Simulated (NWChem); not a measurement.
Correlation energy of AgF

SMILES: [F][Ag]
```xyz
2

Ag     0.0000     0.0000    -0.3172
F      0.0000     0.0000     1.6566
```
Charge 0, spin multiplicity 1.

The numbers come from NWChem runs, not from measurements. The geometry was optimised at PBE0/def2-SVP with def2 effective core potentials on Ag, a minimum by its harmonic frequencies.

Basis set: def2-SVP. Each correlation energy counts from its own Hartree-Fock reference.

Effective core potentials replace the inner electrons of Ag; spin-orbit coupling is left out. The correlated methods keep 5 core orbitals frozen. The structure started from a generated list of species. No row is a measurement; the coupled-cluster row has its own basis-set and correlation limits.

Task: For the correlation energy, CCSD+T(CCSD) gives -434.0 mHa and CCSD(T) gives -431.5 mHa. What do CR-CCSD(T), MP2, CCSD give?

Result: CR-CCSD(T): -429.9 mHa; MP2: -429.1 mHa; CCSD: -422.6 mHa.
